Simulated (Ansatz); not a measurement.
The same path of CH₁₁AlSi₃ (16 atoms, charge 0, multiplicity 1) was run twice with different band settings. The coordinate that changes most is the dihedral Si3–Al2–Si4–Si5.

Theory: RKS B3LYP-D4/def2-SVP in Ansatz 0.2.0.

Relaxed end points:

```xyz
16
Properties=species:S:1:pos:R:3
C 0.186 1.215 -1.767
Al 0.797 0.065 -0.297
Si 3.184 -0.504 -0.061
Si -0.826 -0.807 1.343
Si -3.004 -0.076 0.834
H 0.502 0.801 -2.742
H 0.658 2.212 -1.692
H -0.906 1.359 -1.795
H 3.713 -0.042 1.263
H 4.051 0.099 -1.122
H 3.385 -1.989 -0.110
H -0.823 -2.307 1.367
H -0.487 -0.358 2.733
H -3.379 -0.541 -0.537
H -3.038 1.419 0.831
H -4.036 -0.568 1.795
```

```xyz
16
Properties=species:S:1:pos:R:3
C 0.818 2.644 -0.570
Al 0.676 0.746 -0.084
Si 2.077 -0.959 -1.182
Si -0.908 -0.095 1.599
Si -2.396 -1.618 0.587
H 0.789 2.777 -1.666
H 1.796 3.040 -0.239
H 0.035 3.276 -0.123
H 2.910 -1.692 -0.174
H 3.013 -0.405 -2.212
H 1.225 -1.988 -1.862
H -0.187 -0.854 2.673
H -1.712 0.975 2.272
H -1.625 -2.762 0.015
H -3.127 -0.952 -0.535
H -3.405 -2.155 1.548
```

Common settings: spring 5.0 eV/Å²; optimiser quadratic models (default); start path IDPP; force threshold 0.05 eV/Å; end points relaxed.

| run | movable images | climbing image | iteration limit |
| --- | --- | --- | --- |
| 1 | 9 | yes | 26 |
| 2 | 2 | no | 60 |

What does each run give, and how far can it be trusted?

Run 1: converged after 4 iterations, highest image 0.000 eV above the first end. The highest image is an end point: on this band no image between the ends rises above it.
Run 2: converged after 4 iterations, highest image 0.000 eV above the first end. The highest image is an end point: on this band no image between the ends rises above it. So few images can step over the top or miss a turn of the path.
